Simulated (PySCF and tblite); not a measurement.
Results of a calculation; reference values are marked as such.
System: C6H7FN2, numbered as in [CH2:1]=[C:2]([CH3:3])[c:4]1[cH:5][n:6][nH:7][c:8]1[F:9].

Motion: shift of H on N7 from N7 to N6. GFN2-xTB gives an electronic barrier of 45.2 kcal/mol and a reaction energy of -1.1 kcal/mol.

Tunnelling of the moving H, left out here, will speed the real process. In real samples such hydrogens mostly exchange between molecules or through solvent, far faster than by this path.

**Question.** What does CAM-B3LYP/pcSseg-1 + D3(BJ) give on PBE0-D3(BJ)/def2-SVP geometries?

**Answer.** A barrier of 49.4 kcal/mol, 4.2 above the tight-binding barrier (from unrounded values), a reaction energy of -4.2 kcal/mol and, with GFN2-xTB thermal terms, ΔG‡(298 K) = 45.4 kcal/mol and k = 6.7×10⁻²¹ s⁻¹ (2 equivalent paths).

**Question.** And the level of the geometries itself, PBE0-D3(BJ)/def2-SVP?

**Answer.** 49.0 kcal/mol.

Programs: tblite and PySCF.
